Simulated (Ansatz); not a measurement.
This geometry of CH6FNOSi (11 atoms, charge 0, multiplicity 1) is a first-order saddle point.

Level of theory: RKS CAM-B3LYP-D4/6-31G* (Ansatz 0.2.0).

```xyz
11
Properties=species:S:1:pos:R:3
N -0.320 -1.491 1.301
C 0.366 -0.750 0.358
F 0.089 -1.165 -0.969
O -0.004 0.580 0.423
Si -0.089 1.522 -0.960
H -1.221 -1.168 1.610
H 0.130 -2.235 1.802
H 1.449 -0.882 0.457
H -1.256 1.205 -1.812
H -0.239 2.899 -0.435
H 1.160 1.429 -1.755
```

Task: Which two structures does it join? (They come from a converged band through this point; their orientation in space is the band's.)

Result: No bond is made or broken. The height of N1 over the plane of its neighbours goes from 0.35 to -0.38 Å.

Initial state:

```xyz
11
Properties=species:S:1:pos:R:3
N -0.201 -1.377 1.511
C 0.377 -0.687 0.434
F 0.024 -1.243 -0.817
O -0.060 0.616 0.436
Si -0.094 1.533 -0.964
H -1.213 -1.291 1.487
H 0.064 -2.356 1.509
H 1.469 -0.757 0.470
H -1.226 1.182 -1.851
H -0.262 2.923 -0.489
H 1.185 1.400 -1.705
```

Final state:

```xyz
11
Properties=species:S:1:pos:R:3
N -0.218 -1.684 1.260
C 0.331 -0.837 0.272
F -0.065 -1.293 -0.970
O -0.102 0.483 0.385
Si -0.079 1.539 -0.912
H -1.220 -1.526 1.325
H 0.196 -1.484 2.165
H 1.425 -0.881 0.304
H -1.191 1.301 -1.860
H -0.225 2.884 -0.314
H 1.215 1.443 -1.635
```

Task: How far does it lie above each of them?

Result: 14.2 kJ/mol above the first and 8.3 kJ/mol above the second. This is the barrier of this one path; another mechanism may lie lower.

The run took 3.2 min on 2 threads of AMD EPYC 9R14 (Zen 4), on a shared host, peak memory 0.23 GiB.
